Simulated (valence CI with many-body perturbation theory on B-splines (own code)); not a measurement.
# Er XXVIII: magnetic and hyperfine properties of the levels

Calculated by configuration interaction combined with many-body perturbation theory (CI+MBPT): five valence electrons over a frozen Dirac-Fock core [Kr], a basis of 7 s, 7 p, 8 d, 6 f, 4 g, 1 h functions for each j, with the one-electron correlation potential Σ1, the two-electron term Σ2, the three-electron term Σ3, Breit, model QED; selected CI, second order for the rest, scaled by the run's own slope (own B-spline code, finite nucleus).

The last digits are not significant, and no measured levels were compared; by estimate large intervals hold to a few tenths of a per cent, small ones and those within an open d or f shell to about a per cent. The list stops below the first excitations out of the core.

A/g_I is the dipole constant over the nuclear g factor μ/I (μ in nuclear magnetons, uniformly magnetised nucleus), B/Q the quadrupole constant per barn. Both hold the static response of the core; the bare values leave it out. Large factors of s and p1/2 electrons are usually good to 5 to 10 %; those of open d and f shells near neutrality can be off by tens of per cent, and small factors of p3/2, d and f electrons come from cancelling terms and can be off by a factor of two or in sign, in half-filled shells by more. B is blank for J = 1/2, where it vanishes, and for nearly pure S terms. Energies count from the lowest level.

Levels are named by their leading jj configuration (3d3/2^4 stands for four electrons in 3d with j = 3/2), which in mixed levels can hold well under half, so a name can repeat and another be missing. Letters in brackets count levels of one name in rising energy.

| Level | E (cm⁻¹) | g | A/g_I (MHz) | A/g_I bare | B/Q (MHz/b) | B/Q bare |
| --- | --- | --- | --- | --- | --- | --- |
| (4d3/2^4 4d5/2) J=5/2 | 0 | 1.512 | 3610 | 4430 | 7740 | 7380 |
| (4d3/2^3 4d5/2^2) J=5/2 [a] | 58021 | 1.276 | 3840 | 4210 | 6450 | 6160 |
| (4d3/2^3 4d5/2^2) J=7/2 [a] | 89973 | 1.153 | 7040 | 7170 | 12600 | 12100 |
| (4d3/2^3 4d5/2^2) J=3/2 [a] | 93060 | 1.234 | 8220 | 8490 | 10100 | 9730 |
| (4d3/2^3 4d5/2^2) J=11/2 | 96343 | 1.136 | 8840 | 8930 | -253 | -297 |
| (4d3/2^3 4d5/2^2) J=9/2 | 105320 | 1.151 | 7920 | 8040 | 11800 | 11300 |
| (4d3/2^3 4d5/2^2) J=5/2 [b] | 109840 | 1.140 | 8020 | 8120 | 1490 | 1450 |
| (4d3/2^3 4d5/2^2) J=1/2 | 115000 | 1.813 | -4760 | -3320 |  |  |
| (4d3/2^3 4d5/2^2) J=7/2 [b] | 126010 | 1.106 | 9540 | 9560 | -11700 | -11300 |
| (4d3/2^2 4d5/2^3) J=5/2 [a] | 148160 | 1.234 | 4080 | 4370 | 449 | 433 |
| (4d3/2^3 4d5/2^2) J=3/2 [b] | 156510 | 0.787 | 15900 | 15300 | -10800 | -10300 |
| (4d3/2^2 4d5/2^3) J=7/2 [a] | 163900 | 1.217 | 6060 | 6310 | -2190 | -2110 |
| (4d3/2^2 4d5/2^3) J=11/2 | 168460 | 1.073 | 9020 | 8980 | 477 | 468 |
| (4d3/2^2 4d5/2^3) J=9/2 [a] | 173500 | 1.147 | 7630 | 7740 | -2100 | -2020 |
| (4d3/2^2 4d5/2^3) J=1/2 [a] | 177730 | 0.616 | 22200 | 21200 |  |  |
| (4d3/2^2 4d5/2^3) J=13/2 | 183500 | 1.074 | 9550 | 9510 | -8.88 | 1.48 |
| (4d3/2^2 4d5/2^3) J=3/2 [a] | 184140 | 1.199 | 7350 | 7560 | 715 | 675 |
| (4d3/2^2 4d5/2^3) J=5/2 [b] | 188420 | 1.015 | 10500 | 10300 | -2440 | -2320 |
| (4d3/2^2 4d5/2^3) J=9/2 [b] | 204500 | 1.109 | 8610 | 8640 | 799 | 769 |
| (4d3/2^2 4d5/2^3) J=7/2 [b] | 208910 | 0.989 | 11700 | 11500 | -757 | -726 |
| (4d3/2^2 4d5/2^3) J=5/2 [c] | 212240 | 1.040 | 9970 | 9860 | 2590 | 2470 |
| (4d3/2^2 4d5/2^3) J=3/2 [b] | 218930 | 0.823 | 14800 | 14300 | 1100 | 1080 |
| (4d3/2^2 4d5/2^3) J=1/2 [b] | 229000 | 1.840 | -5340 | -3850 |  |  |
| (4d3/2^2 4d5/2^3) J=7/2 [c] | 229790 | 1.054 | 10500 | 10400 | 1680 | 1610 |
| (4d3/2^2 4d5/2^3) J=9/2 [c] | 249300 | 1.104 | 8720 | 8740 | 7780 | 7490 |
| (4d3/2 4d5/2^4) J=5/2 [a] | 250090 | 1.239 | 4300 | 4600 | -6640 | -6340 |
| (4d3/2 4d5/2^4) J=7/2 [a] | 272070 | 1.194 | 6550 | 6750 | -16100 | -15500 |
| (4d3/2 4d5/2^4) J=11/2 | 279600 | 1.069 | 9320 | 9270 | -185 | -112 |
| (4d3/2 4d5/2^4) J=3/2 [a] | 281130 | 0.925 | 9880 | 9550 | -10300 | -9930 |
| (4d3/2^2 4d5/2^3) J=5/2 [d] | 289010 | 1.135 | 7250 | 7340 | 7070 | 6800 |
| (4d3/2^2 4d5/2^3) J=3/2 [c] | 290780 | 1.199 | 7670 | 7880 | -6750 | -6490 |
| (4d3/2 4d5/2^4) J=9/2 | 299040 | 1.112 | 8230 | 8270 | -18200 | -17500 |
| (4d3/2 4d5/2^4) J=5/2 [b] | 309740 | 1.112 | 8060 | 8100 | 306 | 306 |
| (4d3/2 4d5/2^4) J=7/2 [b] | 316620 | 0.983 | 10800 | 10600 | 16500 | 15900 |
| (4d3/2 4d5/2^4) J=1/2 | 341390 | 1.057 | -872 | -893 |  |  |
| (4d3/2 4d5/2^4) J=3/2 [b] | 378930 | 0.880 | 15400 | 15000 | 15900 | 15300 |
| (4d5/2^5) J=5/2 | 387500 | 1.158 | 6530 | 6660 | -17000 | -16300 |

(1) Take the isotope of mass number 167, with I = 7/2, μ = -0.5623 μN and Q = 3.57 b. What is the hyperfine structure of (4d3/2^3 4d5/2^2) J=11/2?

Results:

(1) From the table A = -1420 MHz, B = -903 MHz. Shifts from the centre of gravity in MHz: F = 2: 31900, F = 3: 27800, F = 4: 22300, F = 5: 15400, F = 6: 6940, F = 7: -2980, F = 8: -14500, F = 9: -27600.
